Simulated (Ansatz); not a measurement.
Abridged output of a molecular run in Ansatz:

```
Functional definition: HF
3551 factors; integrals over basis functions are off by at most 9.9e-4 eV
mean field evaluation 1: about -46623.4079 eV, gradient 8.2e1 eV
mean field evaluation 2: about -46624.0744 eV, gradient 8.3e1 eV
mean field evaluation 4: about -46636.1064 eV, gradient 7.0e0 eV
mean field evaluation 8: about -46636.2806 eV, gradient 7.8e-1 eV
mean field evaluation 16: about -46636.2823 eV, gradient 2.8e-6 eV
mean field -46636.28234982 eV, -1713.8517651483 hartree, gradient 2.8e-6 eV, S^2 0.000000; 0 other end points of the search recorded, 0 dependent functions left out
24 core orbitals not correlated: weight in the atoms' cores, before any rotation towards them, 1.000 or more for the frozen orbitals, at most 0.000 for the correlated occupied ones
reference -46636.28234982 eV, -1713.8517651483 hartree; 46, 46 occupied and 476, 476 virtual orbitals, 3551 factors
second order -86.94876446 eV of doubles, -0.00000000 eV of singles
cycle   1  -85.32808254 eV  change     1.6e0 eV  update   2.1e-1
cycle   2  -87.19614758 eV  change    -1.9e0 eV  update   6.4e-2
cycle   3  -87.63521403 eV  change   -4.4e-1 eV  update   3.4e-2
cycle   4  -87.59932357 eV  change    3.6e-2 eV  update   1.0e-2
cycle   5  -87.57408186 eV  change    2.5e-2 eV  update   5.8e-3
cycle   6  -87.57942510 eV  change   -5.3e-3 eV  update   2.2e-3
cycle   7  -87.58099145 eV  change   -1.6e-3 eV  update   1.0e-3
cycle   8  -87.57999155 eV  change    1.0e-3 eV  update   3.9e-4
cycle   9  -87.57981920 eV  change    1.7e-4 eV  update   1.6e-4
cycle  10  -87.58024110 eV  change   -4.2e-4 eV  update   8.1e-5
cycle  11  -87.58001583 eV  change    2.3e-4 eV  update   4.1e-5
cycle  12  -87.57998093 eV  change    3.5e-5 eV  update   2.1e-5
perturbative correction -3.38140233 eV, -0.1242642436 hartree
Total energy: -46727.24373307 eV, -1717.1945343271 hartree
```

Its atoms:

Z-matrix (Å, degrees):
```
Al
Cl 1 2.091
O 1 1.834 2 108.0
O 1 1.834 2 108.0 3 -99.9
O 1 1.681 2 118.5 3 130.0
C 3 1.260 1 126.6 2 -100.4
C 4 1.260 1 126.6 2 100.4
H 5 0.953 1 127.3 2 179.9
C 6 1.535 3 113.7 1 175.6
C 6 1.388 3 126.4 1 -5.7
C 7 1.535 4 113.7 1 -175.6
F 9 1.326 6 110.0 3 -57.2
F 9 1.331 6 111.8 3 -177.7
F 9 1.330 6 109.5 3 62.2
H 10 1.077 6 120.2 3 179.9
F 11 1.326 7 109.9 4 57.3
F 11 1.330 7 109.5 4 -62.1
F 11 1.331 7 111.8 4 177.8
```

Question: Which basis set was used?
A. cc-pV(Q+d)Z
B. def2-TZVPP
C. def2-SVPD
D. def2-TZVPPD

Answer: B. It gives 546 functions.

Question: Write the keys of the input that set method, charge and spin (a neutral closed shell needs none for the last two).

Answer: 
```yaml
correlation: {method: ccsd_t}
```
